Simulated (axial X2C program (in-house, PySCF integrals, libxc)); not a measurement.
RbBr⁺ at several levels of theory

Computed with an axial X2C code built on PySCF integrals. Spin-free means the one-electron spin-free X2C Hamiltonian; two-component (2c) means X2C with spin–orbit coupling and atomic mean-field two-electron Coulomb and Gaunt terms, so the difference of the two also holds small scalar two-electron terms. Basis: Rb dyall-cv3z [12s13p8d4f1g], Br dyall-cv3z [8s9p6d4f1g] (cores contracted in-house); Gaussian nuclei, density fitting, unrestricted open shells. Masses: Rb 84.912 u, Br 78.918 u.

The run was started with this input:
```json
{"zs": [37, 35], "q": 1, "bas": ["dyall-cv3z", "dyall-cv3z"], "levels": ["PBE0", "HF", "LDA"], "cc": true, "r0": 3.24, "thr": -2.0, "nmax": 90, "npts": 10, "nst": 2, "ntry": 6}
```
```bash
python so2c.py task.json out
```

Keys: zs atomic numbers; q charge; bas basis sets; levels methods; cc coupled cluster on or off; r0 starting distance in Å; thr threshold in hartree for freezing inner shells (an s shell follows its p shell); nmax most natural virtual spinors; npts points on the curve; nst determinants followed; ntry starts of the search. HF also brings MP2.

State, spin-free: M_S = 1/2, Λ = 1 (beyond evenly filled blocks: π+α, π+β, π-α); electrons by block: σα: 16, σβ: 16, π+α: 8, π+β: 8, π-α: 8, π-β: 7, δ+α: 2, δ+β: 2, δ-α: 2, δ-β: 2. Fragments: Rb+ + Br.

State, 2c: Ω = 3/2 (⟨Sz⟩ = 0.50, ⟨Lz⟩ = 1.00 at PBE0); electrons by block: 1/2: 24, -1/2: 24, 3/2: 10, -3/2: 9, 5/2: 2, -5/2: 2. Fragments: Rb+ + Br.

```tsv
Hamiltonian	level	Re (Å)	ωe (cm⁻¹)	ωexe (cm⁻¹)	Be (cm⁻¹)	αe (cm⁻¹)	De (eV)	D0 (eV)	k (mdyn/Å)	μ (D)
spin-free	PBE0	3.546	62.9	0.701	0.03277	0.000396	0.148	0.144	0.0952	-6.89
spin-free	HF	3.730	51.9	0.759	0.02962	0.000413	0.023	0.019	0.0649	-7.57
spin-free	MP2	3.543	65.0	0.781	0.03283	0.000388	0.198	0.194	0.102	n/a
spin-free	CCSD	3.576	62.6	0.774	0.03222	0.000389	0.193	0.190	0.0946	n/a
spin-free	CCSD(T)	3.563	63.8	0.774	0.03247	0.000386	0.187	0.183	0.0981	n/a
spin-free	LDA	3.369	80.1	n/a	0.03631	0.000334	0.286	0.281	0.155	-6.27
2c	PBE0	3.546	63.0	0.697	0.03277	0.000394	0.202	0.198	0.0956	-6.88
2c	HF	3.730	52.0	0.756	0.02962	0.000411	0.011	0.008	0.0652	-7.57
2c	MP2	3.544	65.1	0.777	0.03282	0.000387	0.204	0.200	0.102	n/a
2c	CCSD	3.577	62.7	0.77	0.03222	0.000388	0.197	0.193	0.0949	n/a
2c	CCSD(T)	3.563	63.9	0.77	0.03247	0.000385	0.192	0.188	0.0984	n/a
2c	LDA	3.369	80.2	n/a	0.03631	0.000332	0.288	0.283	0.155	-6.26
```

Correlated methods: 15 electrons correlated (number of frozen shells: Rb 3 s, 2 p, 1 d; Br 3 s, 2 p, 1 d), 277 virtual spin orbitals or spinors in MP2, 90 natural virtuals in coupled cluster.

Dipoles are positive if Br is the positive end and refer to the centre of mass.

The state is a single determinant with fixed occupations, the lowest that a limited PBE0 search found. De is counted from the lowest determinant-based energies of the atoms at the same level, without counterpoise correction. Density functionals use the spin component along the axis (collinear). CCSD and (T) use frozen natural virtuals with an MP2 correction for the truncation; (T) itself is uncorrected, so its De runs slightly low. PBE0 can misorder states that lie within some tenths of an eV, so this need not be the ground state of the molecule. The nearest other spin-free determinant of the search, M_S = 1/2, Λ = 0, lies 0.20 eV up at the distance of the search. Without a current term, density functionals place determinants with orbital angular momentum somewhat too high. The atomic limit has a lower orbital projection than the molecule and lies lower at mean-field level, so De may be about a tenth of an eV too small.

Rough cost a point (2c) on 1 thread(s) of a shared host, integrals apart: PBE0 0.9 s, HF 0.8 s, CCSD(T) 7 s, LDA 0.3 s.

The whole task took 3.2 min on 1 thread of Arm Neoverse V1 (shared host).
